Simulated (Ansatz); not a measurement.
CH$_{3}$NO$_{2}$Si. The species carries charge 0 and has multiplicity 1. Geometry: relaxed with PBE0-D4/def2-TZVP. It is one conformer, not always the lowest.

```xyz
8

O     1.494   -0.092    1.453
C     0.527   -0.035    0.562
N    -0.750   -0.031    0.750
Si   -0.785    0.060   -0.991
O     0.928    0.028   -0.730
H     1.070   -0.133    2.321
H    -1.229    1.323   -1.619
H    -1.255   -1.121   -1.747
```

Task: What is the dipole moment at PBE/def2-TZVPP? (Estimate.)

Result: Ansatz gave: 0.50 D, with components (-0.50, 0.01, -0.04) D in this frame, pointing from negative to positive charge.

Task: And with r2SCAN, B3LYP, ωB97M-V? (Estimate.)

Result: Ansatz gave: r2SCAN 0.54 D, B3LYP 0.68 D, ωB97M-V 0.65 D.

Task: Give the Mulliken charges with PBE, r2SCAN, ωB97M-V in def2-TZVPP. (An estimate is asked.)

Result: Ansatz gave: 
```
atom    PBE  r2SCAN  ωB97M-V
  O1  -0.20   -0.26    -0.23
  C2   0.30    0.47     0.42
  N3  -0.37   -0.49    -0.45
 Si4   0.49    0.59     0.49
  O5  -0.32   -0.40    -0.39
  H6   0.23    0.24     0.22
  H7  -0.06   -0.07    -0.02
  H8  -0.06   -0.07    -0.02
```

B3LYP here is the variant with VWN-RPA as its local correlation; programs differ in this.
